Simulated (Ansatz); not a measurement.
Level of theory: Ansatz (a quantum-chemistry and plane-wave program) with PBE0-D3(BJ)/def2-SVP. No frequencies were computed at this level.

Ansatz 0.2 input:
```yaml
crystal:
  periodic: [false, false, false]
  atoms:
    - { symbol: B, position_ang: [3.076319, -0.254912, 0.219355] }
    - { symbol: Si, position_ang: [1.540258, -1.379205, -0.071736] }
    - { symbol: Si, position_ang: [-0.434539, -0.030382, -0.03955] }
    - { symbol: Si, position_ang: [-2.256262, -1.350427, -0.699978] }
    - { symbol: Si, position_ang: [-0.148921, 1.774151, -1.504441] }
    - { symbol: Si, position_ang: [-0.773596, 0.811937, 2.119976] }
    - { symbol: H, position_ang: [3.457756, -0.004878, 1.298558] }
    - { symbol: H, position_ang: [3.619513, 0.280373, -0.670065] }
    - { symbol: H, position_ang: [1.473063, -2.108982, -1.352342] }
    - { symbol: H, position_ang: [1.285193, -2.447012, 0.913846] }
    - { symbol: H, position_ang: [-2.419837, -2.535746, 0.143459] }
    - { symbol: H, position_ang: [-2.125065, -1.83041, -2.077231] }
    - { symbol: H, position_ang: [-3.529904, -0.626408, -0.640924] }
    - { symbol: H, position_ang: [-1.28803, 2.694756, -1.513751] }
    - { symbol: H, position_ang: [0.053937, 1.362053, -2.894906] }
    - { symbol: H, position_ang: [1.021618, 2.579344, -1.140678] }
    - { symbol: H, position_ang: [0.310476, 1.709087, 2.531886] }
    - { symbol: H, position_ang: [-2.009652, 1.589902, 2.235999] }
    - { symbol: H, position_ang: [-0.852325, -0.233244, 3.142522] }
basis:
  gaussian: { orbitals: def2-svp }
hamiltonian:
  xc: pbe0
  dispersion: d3bj
relax:
  max_steps: 150
```

Output:

```
Functional definition: PBE0
1742 factors; integrals over basis functions are off by at most 5.6e-4 eV
mean field evaluation 1: about -40242.8346 eV, gradient 1.8e1 eV
mean field evaluation 2: about -40243.3322 eV, gradient 1.4e1 eV
mean field evaluation 4: about -40244.1266 eV, gradient 8.3e-1 eV
mean field evaluation 8: about -40244.1355 eV, gradient 1.6e-2 eV
mean field -40244.13547473 eV, -1478.9447002414 hartree, gradient 3.4e-5 eV, S^2 0.000000; 0 other end points of the search recorded, 0 dependent functions left out
reference -40244.13551560 eV, -1478.9447017436 hartree; 44, 44 occupied and 125, 125 virtual orbitals, 1742 factors
relax step   1: F+E_penalty+E_count = -40244.70045750 eV  Δ(F+E_penalty+E_count) = +0.000e0 eV  max|allowed force component| = 1.190e0 eV/Å  Δτ_max = 0.0000 Å  (24 SCF iters, accepted)
these checks for a lower state are left out or cut short: starts, cluster_reference, orbital_swaps, neighbouring_geometries, increment
1742 factors; integrals over basis functions are off by at most 5.9e-4 eV
mean field evaluation 16: about -40244.3527 eV, gradient 9.9e-2 eV
mean field -40244.35809648 eV, -1478.9528814401 hartree, gradient 1.0e-5 eV, S^2 0.000000; 0 other end points of the search recorded, 0 dependent functions left out
reference -40244.35813665 eV, -1478.9528829162 hartree; 44, 44 occupied and 125, 125 virtual orbitals, 1742 factors
relax step   2: F+E_penalty+E_count = -40244.93526263 eV  Δ(F+E_penalty+E_count) = -2.348e-1 eV  max|allowed force component| = 2.656e-1 eV/Å  Δτ_max = 0.1353 Å  (28 SCF iters, accepted)
these checks for a lower state are left out or cut short: starts, cluster_reference, orbital_swaps, neighbouring_geometries, increment
1742 factors; integrals over basis functions are off by at most 6.1e-4 eV
mean field -40244.38020912 eV, -1478.9536940646 hartree, gradient 6.0e-6 eV, S^2 0.000000; 0 other end points of the search recorded, 0 dependent functions left out
reference -40244.38024953 eV, -1478.9536955497 hartree; 44, 44 occupied and 125, 125 virtual orbitals, 1742 factors
relax step   3: F+E_penalty+E_count = -40244.95518774 eV  Δ(F+E_penalty+E_count) = -1.993e-2 eV  max|allowed force component| = 4.731e-1 eV/Å  Δτ_max = 0.0801 Å  (29 SCF iters, accepted)
these checks for a lower state are left out or cut short: starts, cluster_reference, orbital_swaps, neighbouring_geometries, increment
1742 factors; integrals over basis functions are off by at most 6.0e-4 eV
mean field evaluation 32: about -40244.3952 eV, gradient 3.8e-5 eV
mean field -40244.39517392 eV, -1478.9542440106 hartree, gradient 6.6e-6 eV, S^2 0.000000; 0 other end points of the search recorded, 0 dependent functions left out
reference -40244.39521411 eV, -1478.9542454878 hartree; 44, 44 occupied and 125, 125 virtual orbitals, 1742 factors
relax step   4: F+E_penalty+E_count = -40244.97301649 eV  Δ(F+E_penalty+E_count) = -1.783e-2 eV  max|allowed force component| = 5.994e-2 eV/Å  Δτ_max = 0.0936 Å  (28 SCF iters, accepted)
these checks for a lower state are left out or cut short: starts, cluster_reference, orbital_swaps, neighbouring_geometries, increment
1742 factors; integrals over basis functions are off by at most 5.9e-4 eV
mean field -40244.39582325 eV, -1478.9542678731 hartree, gradient 7.9e-5 eV, S^2 0.000000; 0 other end points of the search recorded, 0 dependent functions left out
reference -40244.39586334 eV, -1478.9542693466 hartree; 44, 44 occupied and 125, 125 virtual orbitals, 1742 factors
relax step   5: F+E_penalty+E_count = -40244.97527554 eV  Δ(F+E_penalty+E_count) = -2.259e-3 eV  max|allowed force component| = 3.875e-2 eV/Å  Δτ_max = 0.0568 Å  (26 SCF iters, accepted)
these checks for a lower state are left out or cut short: starts, cluster_reference, orbital_swaps, neighbouring_geometries, increment
1742 factors; integrals over basis functions are off by at most 5.8e-4 eV
mean field -40244.39469440 eV, -1478.9542263887 hartree, gradient 7.8e-5 eV, S^2 0.000000; 0 other end points of the search recorded, 0 dependent functions left out
reference -40244.39473437 eV, -1478.9542278576 hartree; 44, 44 occupied and 125, 125 virtual orbitals, 1742 factors
relax step   6: F+E_penalty+E_count = -40244.97618860 eV  Δ(F+E_penalty+E_count) = -9.131e-4 eV  max|allowed force component| = 5.728e-2 eV/Å  Δτ_max = 0.0727 Å  (25 SCF iters, accepted)
these checks for a lower state are left out or cut short: starts, cluster_reference, orbital_swaps, neighbouring_geometries, increment
1742 factors; integrals over basis functions are off by at most 5.8e-4 eV
mean field -40244.39473068 eV, -1478.9542277219 hartree, gradient 1.2e-5 eV, S^2 0.000000; 0 other end points of the search recorded, 0 dependent functions left out
reference -40244.39477064 eV, -1478.9542291907 hartree; 44, 44 occupied and 125, 125 virtual orbitals, 1742 factors
relax step   7: F+E_penalty+E_count = -40244.97634625 eV  Δ(F+E_penalty+E_count) = -1.577e-4 eV  max|allowed force component| = 2.805e-2 eV/Å  Δτ_max = 0.0079 Å  (24 SCF iters, accepted)
these checks for a lower state are left out or cut short: starts, cluster_reference, orbital_swaps, neighbouring_geometries, increment
1742 factors; integrals over basis functions are off by at most 5.7e-4 eV
mean field -40244.39488999 eV, -1478.9542335767 hartree, gradient 1.5e-5 eV, S^2 0.000000; 0 other end points of the search recorded, 0 dependent functions left out
reference -40244.39492996 eV, -1478.9542350456 hartree; 44, 44 occupied and 125, 125 virtual orbitals, 1742 factors
relax step   8: F+E_penalty+E_count = -40244.97653144 eV  Δ(F+E_penalty+E_count) = -1.852e-4 eV  max|allowed force component| = 2.503e-3 eV/Å  Δτ_max = 0.0158 Å  (23 SCF iters, accepted)
these checks for a lower state are left out or cut short: starts, cluster_reference, orbital_swaps, neighbouring_geometries, increment
1742 factors; integrals over basis functions are off by at most 5.6e-4 eV
mean field -40244.39469739 eV, -1478.9542264986 hartree, gradient 9.4e-6 eV, S^2 0.000000; 0 other end points of the search recorded, 0 dependent functions left out
reference -40244.39473734 eV, -1478.9542279668 hartree; 44, 44 occupied and 125, 125 virtual orbitals, 1742 factors
relax step   9: F+E_penalty+E_count = -40244.97661049 eV  Δ(F+E_penalty+E_count) = -7.905e-5 eV  max|allowed force component| = 9.921e-3 eV/Å  Δτ_max = 0.0189 Å  (23 SCF iters, accepted)
these checks for a lower state are left out or cut short: starts, cluster_reference, orbital_swaps, neighbouring_geometries, increment
1742 factors; integrals over basis functions are off by at most 5.5e-4 eV
mean field evaluation 64: about -40244.3884 eV, gradient 5.1e-1 eV
mean field -40244.39457724 eV, -1478.9542220833 hartree, gradient 6.8e-6 eV, S^2 0.000000; 0 other end points of the search recorded, 0 dependent functions left out
reference -40244.39461718 eV, -1478.9542235509 hartree; 44, 44 occupied and 125, 125 virtual orbitals, 1742 factors
relax step  10: F+E_penalty+E_count = -40244.97662610 eV  Δ(F+E_penalty+E_count) = -1.561e-5 eV  max|allowed force component| = 2.899e-2 eV/Å  Δτ_max = 0.0221 Å  (23 SCF iters, accepted)
these checks for a lower state are left out or cut short: starts, cluster_reference, orbital_swaps, neighbouring_geometries, increment
1742 factors; integrals over basis functions are off by at most 5.4e-4 eV
mean field -40244.39449864 eV, -1478.9542191947 hartree, gradient 8.0e-6 eV, S^2 0.000000; 0 other end points of the search recorded, 0 dependent functions left out
reference -40244.39453857 eV, -1478.9542206620 hartree; 44, 44 occupied and 125, 125 virtual orbitals, 1742 factors
relax step  11: F+E_penalty+E_count = -40244.97658897 eV  Δ(F+E_penalty+E_count) = +3.712e-5 eV  max|allowed force component| = 3.400e-2 eV/Å  Δτ_max = 0.0219 Å  (23 SCF iters, rejected (line search))
these checks for a lower state are left out or cut short: starts, cluster_reference, orbital_swaps, neighbouring_geometries, increment
1742 factors; integrals over basis functions are off by at most 5.5e-4 eV
mean field -40244.39467432 eV, -1478.9542256506 hartree, gradient 1.5e-5 eV, S^2 0.000000; 0 other end points of the search recorded, 0 dependent functions left out
reference -40244.39471425 eV, -1478.9542271182 hartree; 44, 44 occupied and 125, 125 virtual orbitals, 1742 factors
relax step  12: F+E_penalty+E_count = -40244.97668580 eV  Δ(F+E_penalty+E_count) = -5.970e-5 eV  max|allowed force component| = 4.579e-3 eV/Å  Δτ_max = 0.0052 Å  (22 SCF iters, accepted)
1742 factors; integrals over basis functions are off by at most 5.5e-4 eV
mean field evaluation 96: about -40244.3947 eV, gradient 4.8e-5 eV
mean field -40244.39467432 eV, -1478.9542256506 hartree, gradient 1.5e-5 eV, S^2 0.000000; 1 other end points of the search recorded, 0 dependent functions left out
reference -40244.39471425 eV, -1478.9542271182 hartree; 44, 44 occupied and 125, 125 virtual orbitals, 1742 factors
Total energy: -40244.97672574 eV, -1478.9756156458 hartree
Atom 0 at     2.877991    -0.129896     0.262214 Å, force     0.002000     0.004579    -0.001040 eV/Å
Atom 1 at     1.497811    -1.502508    -0.120781 Å, force     0.000839    -0.001911    -0.000725 eV/Å
Atom 2 at    -0.379802    -0.060891    -0.048595 Å, force     0.000191    -0.000112     0.001310 eV/Å
Atom 3 at    -2.270356    -1.295005    -0.674360 Å, force    -0.001813     0.000717     0.000136 eV/Å
Atom 4 at    -0.089045     1.726584    -1.535980 Å, force     0.000931     0.002036    -0.004537 eV/Å
Atom 5 at    -0.661331     0.761818     2.126474 Å, force     0.000050    -0.001812    -0.000095 eV/Å
Atom 6 at     3.145257     0.178100     1.399718 Å, force    -0.000960    -0.002071    -0.000602 eV/Å
Atom 7 at     3.358060     0.521748    -0.635432 Å, force    -0.000017    -0.001273     0.001612 eV/Å
Atom 8 at     1.531883    -2.126414    -1.480334 Å, force    -0.000961     0.000460     0.001128 eV/Å
Atom 9 at     1.285667    -2.559604     0.916662 Å, force    -0.000678     0.001082    -0.000749 eV/Å
Atom 10 at    -2.461141    -2.443466     0.264075 Å, force     0.000791     0.000799    -0.000282 eV/Å
Atom 11 at    -2.094907    -1.823999    -2.061916 Å, force     0.000507     0.000848     0.000897 eV/Å
Atom 12 at    -3.489640    -0.428642    -0.635563 Å, force    -0.000419    -0.001158    -0.000360 eV/Å
Atom 13 at    -1.336502     2.550064    -1.597102 Å, force     0.003378    -0.002795     0.000502 eV/Å
Atom 14 at     0.217712     1.209415    -2.905402 Å, force    -0.000664     0.002128     0.003838 eV/Å
Atom 15 at     1.040554     2.597628    -1.085237 Å, force    -0.003037    -0.002385    -0.000877 eV/Å
Atom 16 at     0.516743     1.593998     2.521673 Å, force    -0.000111     0.000194    -0.000490 eV/Å
Atom 17 at    -1.894036     1.605860     2.200817 Å, force    -0.000231    -0.000042    -0.000194 eV/Å
Atom 18 at    -0.794915    -0.374792     3.089065 Å, force     0.000204     0.000717     0.000528 eV/Å
Dipole moment:     0.023165    -0.031540    -0.003821 e Å
```

Cost: very roughly 2.7 core-minutes.
